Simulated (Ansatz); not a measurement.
This geometry of CH$_{6}$N$_{2}$Si (10 atoms, charge 0, multiplicity 1) is a first-order saddle point.

Computed with RHF/def2-SVP in Ansatz 0.2.0.

```xyz
10
Properties=species:S:1:pos:R:3
N -1.170 1.132 -0.106
C -0.123 0.487 -0.160
N 1.056 0.968 -0.697
Si -0.099 -1.265 0.638
H -1.994 1.655 -0.013
H 0.992 1.813 -1.231
H 1.754 0.319 -0.993
H -1.211 -2.054 0.063
H 1.179 -1.991 0.405
H -0.301 -1.116 2.097
```

Which two structures does it join? (They come from a converged band through this point; their orientation in space is the band's.)

No bond is made or broken. The dihedral H5–N1–C2–Si4 changes from -177 to 2° by way of a nearly straight angle H5–N1–C2 (up to 177°), not by a turn about the bond.

Image 0:

```xyz
10
Properties=species:S:1:pos:R:3
N -1.312 1.031 0.101
C -0.213 0.441 -0.083
N 0.882 0.952 -0.736
Si -0.175 -1.376 0.515
H -1.319 1.975 -0.263
H 0.908 1.934 -0.930
H 1.774 0.528 -0.590
H -0.937 -2.216 -0.433
H 1.232 -1.858 0.553
H -0.756 -1.463 1.868
```

Image 6:

```xyz
10
Properties=species:S:1:pos:R:3
N -0.871 1.510 0.230
C -0.093 0.585 -0.128
N 0.834 0.815 -1.120
Si -0.200 -1.218 0.518
H -1.536 1.205 0.920
H 0.940 1.778 -1.379
H 1.691 0.302 -1.088
H -0.903 -2.065 -0.471
H 1.165 -1.756 0.726
H -0.945 -1.207 1.795
```

How far does it lie above each of them?

27.6 kcal/mol above the first and 28.0 kcal/mol above the second. This is the barrier of this one path; another mechanism may lie lower.

Run time: 4 min on 1 thread of Intel(R) Xeon(R) Platinum 8259CL CPU @ 2.50GHz (Skylake/Cascade Lake), on a shared host, peak memory 0.18 GiB.
